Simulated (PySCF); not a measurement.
## Spinor energies of Au⁵⁵⁺ (gold, charge +55)

Start: [Ar] 3d6; 3d3/2 filled at m_j = -3/2, -1/2, +1/2, +3/2; 3d5/2 filled at m_j = +3/2, +5/2. Calculated with PySCF 2.14 in an even-tempered Gaussian basis (15 s from 16 bohr⁻², ratio 2.8; 13 p from 21 bohr⁻², ratio 2.8; 8 d from 21 bohr⁻², ratio 2.8; 3 f from 70 bohr⁻², ratio 3): generalised Hartree-Fock with the X2C-1e Hamiltonian and a Gaussian nucleus; one run each with spin-orbit coupling (SO) switched off, then screened by Boettger's factors.

| spinor shell | electrons | ε, spin-free (eV) | ε, screened SO (eV) | weight of nominal j (screened SO) | rms radius, screened SO (bohr) |
| --- | --- | --- | --- | --- | --- |
| 1s1/2 | 2 | -84739.7 | -84704.1 | 1.000 | 0.0190 |
| 2s1/2 | 2 | -17943.0 | -17929.4 | 1.000 | 0.0765 |
| 2p1/2 | 2 | -16005.2 | -17344.7 | 1.000 | 0.0648 |
| 3s1/2 | 2 | -6621.5 | -6617.2 | 1.000 | 0.190 |
| 3p1/2 | 2 | -6040.2 | -6379.8 | 1.000 | 0.181 |
| 3p3/2 | 4 | -6040.2 | -5901.7 | 1.000 | 0.196 |
| 3d3/2 | 4 | -5507.2 | -5556.5 | 0.994 | 0.168 |
| 3d5/2 | 2 | -5507.2 | -5458.1 | 0.995 | 0.172 |

(1) Where does 2p3/2 lie, and what is the 2p spin-orbit splitting (screened SO)?

```
   quantity     spin-free   screened SO
E (hartree)  -16276.25978  -16309.59701
        M_J             4             4
       ⟨J²⟩        20.000        20.004
       ⟨L²⟩         6.000        13.222
       ⟨S²⟩         6.000         2.821
```

Each row is a mean over spinors that exchange with the open shell spreads, by up to 42.566 eV (3p3/2).

Breit and QED terms are absent; they matter most for the inner s and p1/2 levels.

Densities and radii are taken from the X2C orbitals without a picture-change correction, which distorts them close to the nucleus.

Without spin-orbit coupling the j labels of p, d and f shells carry no meaning; the spin-free column gives the mean over the occupied spinors of each nl shell.

Answers

(1) At -15471.4 eV, 1873.3 eV above 2p1/2.
